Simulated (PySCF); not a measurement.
# Two-component Hartree-Fock for Sb⁺ (antimony, charge +1)

Start: [Kr] 4d10 5s1 5p2 6s1; 5s1/2 filled at m_j = +1/2; 5p3/2 filled at m_j = +1/2, +3/2; 6s1/2 filled at m_j = +1/2. Calculated with PySCF 2.14 in x2c-TZVPall-2c with one added diffuse shell each of s, p, d, f type (9s10p6d3f, 90 functions): generalised Hartree-Fock with the X2C-1e Hamiltonian and a Gaussian nucleus; one run each with spin-orbit coupling (SO) switched off, then screened by Boettger's factors. This is a chosen level, not necessarily the ground level.

```
spinor shell  electrons  ε, spin-free (eV)  ε, screened SO (eV)  weight of nominal j (screened SO)  rms radius, screened SO (bohr)
       1s1/2          2           -30658.2             -30655.3                              1.000                          0.0325
       2s1/2          2            -4772.3              -4771.5                              1.000                           0.133
       2p1/2          2            -4278.7              -4453.5                              1.000                           0.115
       2p3/2          4            -4278.7              -4199.3                              1.000                           0.120
       3s1/2          2            -987.52              -987.36                              1.000                           0.352
       3p1/2          2            -822.74              -856.03                              1.000                           0.345
       3p3/2          4            -822.74              -807.61                              1.000                           0.356
       3d3/2          4            -571.83              -577.67                              1.000                           0.329
       3d5/2          6            -571.83              -567.83                              1.000                           0.332
       4s1/2          2            -190.12              -190.14                              1.000                           0.844
       4p1/2          2            -137.32              -143.54                              0.999                           0.893
       4p3/2          4            -137.32              -134.56                              1.000                           0.921
       4d3/2          4            -57.910              -58.797                              0.968                            1.10
       4d5/2          6            -57.910              -57.389                              0.979                            1.11
       5s1/2          1            -31.831              -31.811                              0.999                            2.25
       5p3/2          2            -20.475              -20.376                              0.781                            2.70
       6s1/2          1             -7.935               -7.944                              0.989                            5.43
```

| quantity | spin-free | screened SO |
| --- | --- | --- |
| E (hartree) | -6476.34050 | -6477.99347 |
| M_J | 3 | 3 |
| ⟨J²⟩ | 12.058 | 12.072 |
| ⟨L²⟩ | 2.056 | 2.137 |
| ⟨S²⟩ | 6.003 | 5.973 |

Each row is a mean over spinors that exchange with the open shell spreads, by up to 0.965 eV (4s1/2).

Rows whose weight is well below 1 are mixtures of j = l ± 1/2: exchange outweighs spin-orbit coupling there, and the label is only the starting occupation.

⟨J²⟩ departs a little from M_J(M_J + 1) because the unrestricted spinors polarise the closed shells.

Breit and QED terms are absent; they matter most for the inner s and p1/2 levels.

Densities and radii are taken from the X2C orbitals without a picture-change correction, which distorts them close to the nucleus.

Without spin-orbit coupling the j labels of p, d and f shells carry no meaning; the spin-free column gives the mean over the occupied spinors of each nl shell.
